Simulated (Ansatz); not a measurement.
Geometry optimisation, RHF/cc-pVDZ (Ansatz 0.2.0).

The input (input.yaml):

```yaml
crystal:
  periodic: [false, false, false]
  atoms:
    - { symbol: Si, position_ang: [-0.158115, 0.148115, 0.213869] }
    - { symbol: "N", position_ang: [0.006667, 0.094553, 2.001045] }
    - { symbol: H, position_ang: [-0.857807, 0.202172, 2.505091] }
    - { symbol: H, position_ang: [0.661349, 0.766155, 2.368197] }
    - { symbol: H, position_ang: [1.211797, 0.206638, -0.342494] }
    - { symbol: H, position_ang: [-0.926108, 1.339616, -0.226] }
    - { symbol: O, position_ang: [-1.06784, -1.134799, -0.309598] }
    - { symbol: H, position_ang: [-0.651154, -1.9786, -0.211662] }
    - { symbol: F, position_ang: [1.123419, -2.267674, 0.856887] }
    - { symbol: H, position_ang: [0.969291, -1.912378, 1.683665] }
basis:
  gaussian: { orbitals: cc-pVDZ }
hamiltonian:
  xc: hf
relax:
  f_tol: 0.03
  max_steps: 50
```

Launched with:

```bash
$ ansatz run input.yaml --threads 1 --pin off --max-ram 2048MiB --backend cpu --events-out ev --progress --plain --runs-dir out
```

Task: Where does it end, and by what steps?

Result: The forces met the threshold. After 8 steps the energy has fallen by 0.246 eV; F9 moved furthest, 0.67 Å.

| step | energy less start (eV) | largest force component (eV/Å) | accepted |
| --- | --- | --- | --- |
| 0 | 0.0000 | 0.783 | yes |
| 1 | -0.0640 | 2.001 | yes |
| 2 | -0.1669 | 1.385 | yes |
| 3 | -0.2133 | 0.779 | yes |
| 4 | -0.2336 | 0.357 | yes |
| 5 | -0.2392 | 0.223 | yes |
| 6 | -0.2420 | 0.192 | yes |
| 7 | -0.2452 | 0.058 | yes |
| 8 | -0.2458 | 0.029 | yes |

```xyz
10
Properties=species:S:1:pos:R:3
Si -0.203 0.266 0.135
N 0.148 0.009 1.852
H -0.652 0.039 2.464
H 0.856 0.613 2.236
H 1.104 0.595 -0.480
H -1.190 1.341 -0.105
O -0.887 -1.122 -0.457
H -0.443 -1.931 -0.235
F 0.874 -2.590 1.388
H 0.704 -1.755 1.741
```

The run took 21 s on 1 thread of Arm Neoverse V1, on a shared host, peak memory 0.16 GiB.
